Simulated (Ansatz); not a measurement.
```yaml
crystal:
  periodic: [false, false, false]
  atoms:
    - {symbol: Zr, position_ang: [-0.331202, 1.252388, -0.956618]}
    - {symbol: O, position_ang: [-2.073921, 2.164200, -1.405956]}
    - {symbol: O, position_ang: [0.901455, 2.403919, -2.068315]}
    - {symbol: O, position_ang: [-0.937998, 0.584198, 0.917707]}
    - {symbol: Si, position_ang: [-0.540633, -0.563435, 2.000782]}
    - {symbol: O, position_ang: [0.449942, -1.746905, 1.333894]}
    - {symbol: Si, position_ang: [1.150903, -1.799139, -0.193430]}
    - {symbol: O, position_ang: [0.891180, -0.429980, -1.033406]}
    - {symbol: H, position_ang: [-3.003455, 1.954262, -1.310248]}
    - {symbol: H, position_ang: [1.854057, 2.492575, -2.116930]}
    - {symbol: H, position_ang: [0.200889, 0.005059, 3.173375]}
    - {symbol: H, position_ang: [-1.753236, -1.268692, 2.528002]}
    - {symbol: H, position_ang: [2.613589, -2.048864, 0.016721]}
    - {symbol: H, position_ang: [0.578420, -2.999598, -0.885567]}
basis:
  gaussian: {orbitals: def2-TZVPD, initial_orbitals: start.molden}
total_charge: -1
magnetization: {spin_polarized: true, initial_magnetization: 1}
hamiltonian: {xc: pbe0, dispersion: d4}
scf: {omitted_lower_state_checks: [starts]}
output: {orbitals: {seedname: orbitals}}
```

The file start.molden holds the orbitals of an earlier run on this structure, at another level or in another basis.

```sh
$ ansatz run in.yaml --threads 4 --pin off --events-out ev --progress --plain --max-ram 4787MiB
```

Q: Does this run fit into the memory that it is given?

A: No. It has 380 basis functions, and Ansatz plans for 4.75 GiB where 4.67 GiB are given.
